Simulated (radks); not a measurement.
Radial electron density D(r) = 4 pi r^2 rho(r) of an atom or ion with 17 electrons. Method: Dirac Kohn-Sham, BLYP, spin-unpolarised, spherical densities, finite nucleus; Fermi nuclear charge, rms radius of each element as measured or else 0.836 A^(1/3) + 0.57 fm; computed with a radial shooting solver on a logarithmic mesh with Libxc functionals.

```
   r/bohr * D(r) (the largest magnitude, 49.2, reaches the edge; | marks zero)
 0.002501 |  *
  0.00282 |   *
 0.003179 |    *
 0.003585 |     *
 0.004042 |      *
 0.004557 |        *
 0.005138 |         *
 0.005793 |           *
 0.006531 |              *
 0.007423 |                 *
  0.00837 |                    *
 0.009437 |                       *
  0.01064 |                           *
    0.012 |                               *
  0.01353 |                                   *
  0.01525 |                                       *
   0.0172 |                                           *
  0.01939 |                                              *
  0.02204 |                                                 *
  0.02484 |                                                  *
  0.02801 |                                                   *
  0.03158 |                                                  *
  0.03561 |                                                 *
  0.04015 |                                              *
  0.04527 |                                            *
  0.05104 |                                         *
  0.05755 |                                        *
  0.06541 |                                        *
  0.07375 |                                          *
  0.08315 |                                             *
  0.09375 |                                                 *
   0.1057 |                                                    *
   0.1192 |                                                      *
   0.1344 |                                                     *
   0.1515 |                                                *
   0.1708 |                                         *
   0.1942 |                                 *
   0.2189 |                          *
   0.2468 |                      *
   0.2783 |                     *
   0.3138 |                       *
   0.3538 |                         *
   0.3989 |                         *
   0.4497 |                       *
   0.5071 |                  *
   0.5763 |            *
   0.6498 |       *
   0.7326 |   *
    0.826 | *
   0.9314 |*
     1.05 *
    1.184 *
    1.335 *
    1.505 *
```

What is the nuclear charge?

Answer. Z = 37. The innermost maximum, from 1s, lies near gamma/Z bohr with gamma = sqrt(1 - (Z/c)^2) = 0.963, here 0.026 bohr (found: 0.0278), and its height grows with Z. The density is that of the rubidium ion Rb20+ in [He] 2s2 2p5 3s2 3p5 3d1; the configuration itself is not fixed sharply by these data, and Z only to a few units. D(r) has 3 maxima, at r = 0.0278, 0.120, 0.386 bohr, and minima at 0.0609, 0.270 bohr, inside which lie 2.15, 9.51 electrons.
